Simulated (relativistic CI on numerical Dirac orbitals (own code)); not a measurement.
# Crystal-field levels of Re3+, 5d4

Calculated by Dirac-Coulomb-Breit CI, KLI orbitals optimised for each configuration, QED by a radiative potential, valence Slater integrals scaled by 0.85, one configuration in a parametric crystal field (own radial code).

Field parameters in Wybourne normalisation: Oh B⁴₀ = 21Dq, B⁴₄ = √(5/14) B⁴₀. The field is a parameter set, without covalency.

S is read from ⟨S²⟩ = S(S + 1).

Site symmetry Oh; labels are those of the double group. Computed levels in cm⁻¹ above the lowest, in rising order:

| Δ (size of 10Dq) | Lowest | No. 2 | No. 3 | No. 4 | No. 5 | No. 6 | No. 7 | No. 8 |
| --- | --- | --- | --- | --- | --- | --- | --- | --- |
| 7000 | A1 | 2221 T1 | 3737 E | 4266 T2 | 4929 A2 | 9931 T2 | 10228 T1 | 10508 A1 |
| 12600 | A1 | 2631 T1 | 4351 E | 4952 T2 | 5768 A2 | 9225 A1 | 9481 T2 | 10127 T1 |
| 18250 | A1 | 3089 T1 | 5501 E | 6002 T2 | 8575 A2 | 9395 T2 | 10108 E | 10282 A1 |
| 23850 | A1 | 3069 T1 | 5618 E | 5716 T2 | 12720 A2 | 12751 T2 | 13056 E | 13530 T1 |
| 29450 | A1 | 2920 T1 | 5398 T2 | 5432 E | 13555 T2 | 14291 E | 17516 A2 | 17691 T2 |
| 35050 | A1 | 2790 T1 | 5194 T2 | 5273 E | 13481 T2 | 14189 E | 22613 A2 | 22707 T2 |
| 40650 | A1 | 2689 T1 | 5059 T2 | 5155 E | 13437 T2 | 14101 E | 25197 A1 | 27869 A2 |

Ground-state S against |10Dq| in cm⁻¹: 7000: 1.73, 12600: 1.53, 18250: 1.27, 23850: 1.11, 29450: 1.04, 35050: 1.01, 40650: 1.00.

No abrupt spin change occurs in this range.
